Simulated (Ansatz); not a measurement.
One change: `[F][GeH]([F])[O][SiH3]` becomes `[F][GeH]([Cl])[O][SiH3]`.

Ansatz, PBE0-D4/def2-TZVP geometries, multiplicity 1. Each molecule was computed in one conformer, which needn't be the lowest.

Scalar relativity is left out up to krypton.

```json
{"property": "HOMO energy (B3LYP/def2-TZVPP) / eV", "`[F][GeH]([F])[O][SiH3]`": "-9.04"}
{"property": "HOMO–LUMO gap (B3LYP/def2-TZVPP) / eV", "`[F][GeH]([F])[O][SiH3]`": "8.25"}
{"property": "size of the dipole moment (ωB97M-V/def2-TZVPP) / D", "`[F][GeH]([F])[O][SiH3]`": "1.79"}
{"property": "LUMO energy (ωB97M-V/def2-TZVPP) / eV", "`[F][GeH]([F])[O][SiH3]`": "1.35"}
{"property": "HOMO energy (PBE/def2-TZVPP) / eV", "`[F][GeH]([F])[O][SiH3]`": "-7.78"}
{"property": "LUMO energy (B3LYP/def2-TZVPP) / eV", "`[F][GeH]([F])[O][SiH3]`": "-0.79"}
```

(1) Give the same properties after the change, and the shifts. (Estimate.)

Answers

(1) Ansatz gave: 
| property | `[F][GeH]([Cl])[O][SiH3]` | shift |
| --- | --- | --- |
| HOMO energy (B3LYP/def2-TZVPP) / eV | -8.93 | 0.11 |
| HOMO–LUMO gap (B3LYP/def2-TZVPP) / eV | 7.99 | -0.26 |
| size of the dipole moment (ωB97M-V/def2-TZVPP) / D | 1.46 | -0.33 |
| LUMO energy (ωB97M-V/def2-TZVPP) / eV | 1.30 | -0.05 |
| HOMO energy (PBE/def2-TZVPP) / eV | -7.69 | 0.09 |
| LUMO energy (B3LYP/def2-TZVPP) / eV | -0.94 | -0.15 |

With PBE0 the HOMO rises by 0.10 eV and the LUMO falls by 0.14 eV, so the gap narrows by about 0.24 eV. PBE moves the HOMO by 0.09 eV and ωB97M-V by 0.11 eV. Dipoles are sizes alone; their direction can turn.

B3LYP here is the variant with VWN-RPA as its local correlation; programs differ in this.
